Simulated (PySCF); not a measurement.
## input.py for ZnH

File input.py (PySCF 2.14):

```python
from pyscf import gto, scf, tdscf

mol = gto.M(
    atom='Zn 0 0 0; H 0 0 1.51',
    basis='jorge-dzp-dkh',
    charge=0,
    spin=1,
    verbose=4,
)
mf = scf.UHF(mol)
mf = mf.sfx2c1e()
mf.kernel()
td = tdscf.TDA(mf)
td.nstates = 4
td.kernel()
td.analyze()
mf.dip_moment()
print('orbital energies (hartree):', [e[max(0, n-3):n+3].round(4) for e, n in zip(mf.mo_energy, mol.nelec)])
```

```bash
$ OMP_NUM_THREADS=1 python input.py
```

The log (some set-up lines and the per-cycle HOMO/LUMO lines with their warnings removed):

```
PySCF version 2.14.0

[INPUT] Symbol           X                Y                Z      unit          X                Y                Z       unit  Magmom
[INPUT]  1 Zn     0.000000000000   0.000000000000   0.000000000000 AA    0.000000000000   0.000000000000   0.000000000000 Bohr   0.0
[INPUT]  2 H      0.000000000000   0.000000000000   1.510000000000 AA    0.000000000000   0.000000000000   2.853486448093 Bohr   0.0

nuclear repulsion = 10.5134545215894
number of shells = 20
number of NR pGTOs = 90
number of NR cGTOs = 48
basis = jorge-dzp-dkh
ecp = {}

******** <class 'pyscf.x2c.sfx2c1e.sfX2C1eUHF'> ********
method = sfX2C1eUHF
initial guess = minao
damping factor = 0
level_shift factor = 0
DIIS = <class 'pyscf.scf.diis.CDIIS'>
SCF conv_tol = 1e-09
SCF max_cycles = 50
number electrons alpha = 16  beta = 15

******** <class 'pyscf.x2c.sfx2c1e.SpinFreeX2CHelper'> ********
approx = 1e
xuncontract = 1
init E= -1794.55888258502

cycle= 1 E= -1794.58982181762  delta_E= -0.0309  |g|= 0.107  |ddm|= 0.985
cycle= 2 E= -1794.60359123919  delta_E= -0.0138  |g|= 0.0714  |ddm|= 0.28
cycle= 3 E= -1794.6065150656  delta_E= -0.00292  |g|= 0.0315  |ddm|= 0.101
cycle= 4 E= -1794.60836734404  delta_E= -0.00185  |g|= 0.00966  |ddm|= 0.138
cycle= 5 E= -1794.6086478483  delta_E= -0.000281  |g|= 0.00536  |ddm|= 0.0477
cycle= 6 E= -1794.60875589399  delta_E= -0.000108  |g|= 0.00255  |ddm|= 0.0286
cycle= 7 E= -1794.60878384865  delta_E= -2.8e-05  |g|= 0.000602  |ddm|= 0.0182
cycle= 8 E= -1794.60878469645  delta_E= -8.48e-07  |g|= 0.000157  |ddm|= 0.0025
cycle= 9 E= -1794.60878474492  delta_E= -4.85e-08  |g|= 3.62e-05  |ddm|= 0.000546
cycle= 10 E= -1794.60878474785  delta_E= -2.92e-09  |g|= 7.48e-06  |ddm|= 0.000194
cycle= 11 E= -1794.60878474794  delta_E= -9.48e-11  |g|= 1.82e-06  |ddm|= 4.05e-05
Extra cycle  E= -1794.60878474795  delta_E= -3.41e-12  |g|= 1.08e-06  |ddm|= 5.76e-06
converged SCF energy = -1794.60878474795  <S^2> = 0.76078968  2S+1 = 2.0107607

******** <class 'pyscf.tdscf.uhf.TDA'> for <class 'pyscf.x2c.sfx2c1e.sfX2C1eUHF'> ********
nstates = 4
deg_eia_thresh = 1.000e-03
wfnsym = None
conv_tol = 1e-05
eigh lindep = 1e-12
eigh level_shift = 0
eigh max_cycle = 100

Excitation energies (eV)
[3.03036623 3.03036623 5.59281328 6.88344849]

** Excitation energies and oscillator strengths **
Excited State   1:      3.03037 eV    409.14 nm  f=0.0743
      16a ->   17a      0.77670
      16a ->   18a      0.60476
      16a ->   22a      0.10177
Excited State   2:      3.03037 eV    409.14 nm  f=0.0743
      16a ->   17a      0.60476
      16a ->   18a     -0.77670
      16a ->   23a      0.10177
Excited State   3:      5.59281 eV    221.68 nm  f=0.0174
      15a ->   19a      0.14774
      16a ->   19a      0.43299
      15b ->   16b      0.82959
      15b ->   19b      0.17987
      15b ->   20b      0.19748
Excited State   4:      6.88345 eV    180.12 nm  f=0.0287
      15a ->   17a     -0.13152
      15a ->   18a     -0.50682
      15a ->   22a     -0.12128
      15b ->   18b     -0.82171
      15b ->   21b     -0.15168

** Transition electric dipole moments (AU) **
state          X           Y           Z        Dip. S.      Osc.
  1        -0.3229     -0.9468     -0.0000      1.0007      0.0743
  2         0.9468     -0.3229      0.0000      1.0007      0.0743
  3         0.0000      0.0000     -0.3568      0.1273      0.0174
  4         0.3435      0.2284     -0.0000      0.1702      0.0287

** Transition velocity dipole moments (imaginary part, AU) **
state          X           Y           Z        Dip. S.      Osc.
  1        -0.0148     -0.0434     -0.0000      0.0021      0.0126
  2         0.0434     -0.0148      0.0000      0.0021      0.0126
  3         0.0000      0.0000     -0.0366      0.0013      0.0043
  4         0.0510      0.0339     -0.0000      0.0037      0.0099

** Transition magnetic dipole moments (imaginary part, AU) **
state          X           Y           Z
  1         0.8008     -0.2731      0.0000
  2         0.2731      0.8008      0.0000
  3        -0.0000     -0.0000      0.0000
  4         0.0650     -0.0977      0.0000
Dipole moment(X, Y, Z, Debye):  0.00000, -0.00000, -0.59662
orbital energies (hartree): [array([-0.7763, -0.4706, -0.2761,  0.0501,  0.0501,  0.1577]), array([-0.775 , -0.773 , -0.4158,  0.0408,  0.0737,  0.0737])]
```

In short: E(SCF) = -1794.608785 Eh, 11 cycles, ⟨S²⟩ = 0.761, μz(SCF) = -0.60 D, first excitations without spin–orbit coupling 3.03, 3.03, 5.59, 6.88 eV.

Hardware: Arm Neoverse V2, 1 thread, shared host. Wall time 2.6 s, peak memory 0.13 GiB.

The bond length is a typed value, not an optimised one. No search for the lowest solution was made.
